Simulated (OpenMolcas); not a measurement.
Ti3+ with 6 ligands (water) in octahedral coordination (Th). Ligand basis ANO-RCC-VDZP.

```yaml
Program: OpenMolcas 26.06
Method: CASSCF
Basis: ANO-RCC-VTZP [6s5p3d2f1g]
Scalar_Hamiltonian: DKH2, point nucleus
Active_space: 1 electron in 5 orbitals (3d)
State_averaging: 2S+1 = 2 even, 5 roots
Spin-orbit_coupling: RASSI with atomic mean-field integrals over the reference wave functions
```

All ligands move together. At R = 1.94 Å |10Dq| is 21835 cm-1, and at R = 2.03 Å it is 17109 cm-1.

A third run gives 12401 cm-1. What distance was it run at?

With a power law R^-n the two known points give n = -ln(17109 / 21835) / ln(2.03 / 1.94) = 5.38. Then R = 1.94 × (21835 / 12401)^(1/5.38) = 2.155 Å. The run was at 2.15 Å, so the estimate is off by +0.005 Å.

An orbital triplet at a regular site is open to Jahn-Teller coupling, which can distort the site and quench the lowest spin-orbit gaps and is left out. Ligand-to-metal charge-transfer states are missing. With metal d orbitals alone the field can be off either way by tens of per cent. No measured value stands beside these numbers; the geometry is a model, was not optimised and need not be the one that this ion takes.
